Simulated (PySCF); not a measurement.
Numbering as in the mapped SMILES `[CH3:1][S:2][c:3]1[cH:4][cH:5][o:6][cH:7]1`; H(Xn) means a hydrogen on atom n.

Theoretical values (PySCF): PBE0-D3(BJ)/def2-TZVP geometry, shielding tensors at KT3/pcSseg-2 (GIAO). Isolated molecule, non-relativistic, one averaged value for each set of equivalent atoms, one computed conformer.

Shifts are taken against calculated references (same method and geometry level): 13C (σref 183.24) and 1H (σref 31.63) against TMS; CS2 for 33S (σref 535.12); 17O (σref 325.30) against H2O.

```csv
atoms,nucleus,count,δ (ppm)
H(C1),1H,3,2.39
S2,33S,1,?
C7,13C,1,130.9
O6,17O,1,287.8
C1,13C,1,19.4
C5,13C,1,?
H(C4),1H,1,6.39
C4,13C,1,108.1
H(C7),1H,1,?
C3,13C,1,124.2
H(C5),1H,1,7.53
```

Task: Estimate the values marked ?.

Result: 
- C5: 141.1 ppm, aromatic CH next to the ring oxygen
- H(C7): 7.00 ppm, hydrogen on an aromatic CH next to the ring oxygen; the ring current deshields protons in the ring plane
- S2: 8 ppm, sulfide sulfur

Shifts are as computed. Against solution values, carbons near 30 ppm lie about +3 ppm off and those near 130 ppm about -1 ppm; carbons on S a further +5 ppm. Of 1211 compounds with measured shifts, 218 miss one by over three times the rms of a fit or turn the order of signals round; such compounds aren't used in these exercises. Unscaled 17O shifts of doubly bonded oxygen tend to come out too high, by tens of ppm or more. Experimental scales use liquid or dissolved standards, which lie at an offset from isolated H2O (liquid H2O: subtract about 36 ppm).
